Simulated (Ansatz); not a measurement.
The same silylene extrusion along the group F, Cl, Br.

Gas-phase electronic energies from Ansatz, PBE0-D4/def2-TZVP geometries. CCSD(T)/CBS is the MP2 limit (def2-TZVPP, def2-QZVPP) plus CCSD(T) − MP2 in def2-TZVPP, frozen cores. This one scheme is used for every species. Functionals use def2-TZVPP. B3LYP here is the variant with VWN-RPA as its local correlation; programs differ in this. For Br outer-core shells are correlated without core-valence functions, which leaves a few kJ/mol of doubt a bond. Scalar relativity is left out up to krypton. Each species was taken in one conformer, which may not be the lowest.

| reaction | r2SCAN-D4 (kJ/mol) | B3LYP-D4 (kJ/mol) |
| --- | --- | --- |
| `CO[Si](C)(N)F` → `CF` + `CO[Si]N` | 404 | 378 |
| `CO[Si](C)(N)Cl` → `CCl` + `CO[Si]N` | 334 | 309 |
| `CO[Si](C)(N)Br` → `CBr` + `CO[Si]N` | 319 | 294 |

Q: Give the CCSD(T)/CBS values in the same order. (An estimate is asked.)

A: Computed: 396, 321, 309 kJ/mol.

Largest T1 diagnostic: 0.013, for `CO[Si]N`.
